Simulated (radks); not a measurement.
Hg III, 78 electrons, occupied as [Xe] 4f14 5d10.

All-electron calculation, Dirac Kohn-Sham, PBEsol, spin-unpolarised, spherical densities, point nucleus. Program: a radial shooting solver on a logarithmic mesh with Libxc functionals.

Energy parts (Ry):
| part | energy |
|---|---|
| total | -39311.3354 |
| kinetic | 45369.4254 |
| electron-nucleus | -99102.6661 |
| Hartree | 15157.4650 |
| exchange-correlation | -735.5597 |

Orbitals (lengths in bohr, moments of r in powers of bohr; <r^-3> diverges for s and p1/2; r(max) is where P^2 peaks):
| orbital | occ. | eigenvalue (Ry) | <1/r> | <r^-3> | r(max) | small-component weight |
|---|---|---|---|---|---|---|
| 1s1/2 | 2 | -6103.226 | 97.65 | - | 0.01022 | 9.26e-02 |
| 2s1/2 | 2 | -1081.958 | 24.04 | - | 0.05936 | 2.13e-02 |
| 2p1/2 | 2 | -1038.045 | 23.98 | - | 0.04362 | 2.13e-02 |
| 2p3/2 | 4 | -894.9407 | 19.41 | 21430 | 0.05111 | 1.89e-02 |
| 3s1/2 | 2 | -257.7803 | 8.818 | - | 0.1670 | 7.12e-03 |
| 3p1/2 | 2 | -238.0307 | 8.728 | - | 0.1558 | 7.06e-03 |
| 3p3/2 | 4 | -206.3360 | 7.535 | 5007 | 0.1710 | 6.35e-03 |
| 3d3/2 | 4 | -173.6829 | 7.434 | 876.1 | 0.1330 | 6.24e-03 |
| 3d5/2 | 6 | -166.8913 | 7.165 | 722.9 | 0.1372 | 6.05e-03 |
| 4s1/2 | 2 | -57.74846 | 3.736 | - | 0.3762 | 2.43e-03 |
| 4p1/2 | 2 | -49.28984 | 3.626 | - | 0.3742 | 2.33e-03 |
| 4p3/2 | 4 | -41.62955 | 3.211 | 1214 | 0.4054 | 2.06e-03 |
| 4d3/2 | 4 | -27.81839 | 3.011 | 191.2 | 0.3977 | 1.86e-03 |
| 4d5/2 | 6 | -26.39051 | 2.916 | 154.1 | 0.4072 | 1.79e-03 |
| 5s1/2 | 2 | -10.08028 | 1.525 | - | 0.8284 | 6.24e-04 |
| 4f5/2 | 6 | -8.61181 | 2.553 | 32.70 | 0.3641 | 1.42e-03 |
| 4f7/2 | 8 | -8.30360 | 2.516 | 31.03 | 0.3687 | 1.39e-03 |
| 5p1/2 | 2 | -7.28977 | 1.398 | - | 0.8731 | 5.37e-04 |
| 5p3/2 | 4 | -5.94356 | 1.244 | 209.1 | 0.9527 | 4.52e-04 |
| 5d3/2 | 4 | -2.20327 | 0.9314 | 19.61 | 1.141 | 2.62e-04 |
| 5d5/2 | 6 | -2.06155 | 0.8947 | 15.24 | 1.178 | 2.43e-04 |
| 6s1/2 | 0 | -1.71679 | 0.5396 | - | 2.075 | 9.41e-05 |
| 6p1/2 | 0 | -1.17733 | 0.4446 | - | 2.442 | 6.39e-05 |
| 6p3/2 | 0 | -1.05026 | 0.4021 | 19.87 | 2.702 | 5.37e-05 |

The highest occupied level is 5d5/2 at -28.049 eV. Summed over all electrons, <r^2> = 42.03 bohr^2, which gives a Langevin (diamagnetic) susceptibility term of -33.3 x 10^-6 cm^3/mol. For comparison, the ionisation energy in NIST's Atomic Spectra Database is 34.49 eV (measured). In exact Kohn-Sham theory the highest level is minus the ionisation energy, but local and semilocal functionals leave it too shallow, through self-interaction and a potential that decays too fast; potentials with the right tail come closer.
